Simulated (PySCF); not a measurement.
## La⁴⁵⁺: ionisation energy

La⁴⁵⁺ [Ne] 3s2 (1S) → La⁴⁶⁺ [Ne] 3s1 (2S), as a difference of total energies. Calculation: PySCF 2.14, in an uncontracted even-tempered set (18 s from 9.6 bohr⁻², ratio 2.5; 12 p from 12 bohr⁻², ratio 2.5; 4 d from 46 bohr⁻², ratio 2.7; 4 f from 69 bohr⁻², ratio 2.7); the spin-free X2C one-electron Hamiltonian (Gaussian nucleus). Correlated levels: outer shells: 1s2 frozen; virtual orbitals above 40 to 60 times the deepest correlated orbital energy dropped. The calculations carry no spin-orbit coupling.

| method | ionisation energy (eV) |
| --- | --- |
| UHF | 3704.3 |
| MP2 (outer shells) | 3707.8 |
| SCS-MP2 (outer shells) | 3708.2 |
| CCSD (outer shells) | 3708.4 |
| CCSD(T) (outer shells) | 3708.4 |

**Question.** How much does correlation contribute at CCSD(T) (outer shells)?

**Answer.** 3708.4 − (3704.3) = 4.1 eV, measured against UHF.

Breit and QED terms and the two-electron picture change are absent.

For comparison: 3704 ± 4 eV (theoretical estimate listed by NIST; NIST Atomic Spectra Database, ionization energies).
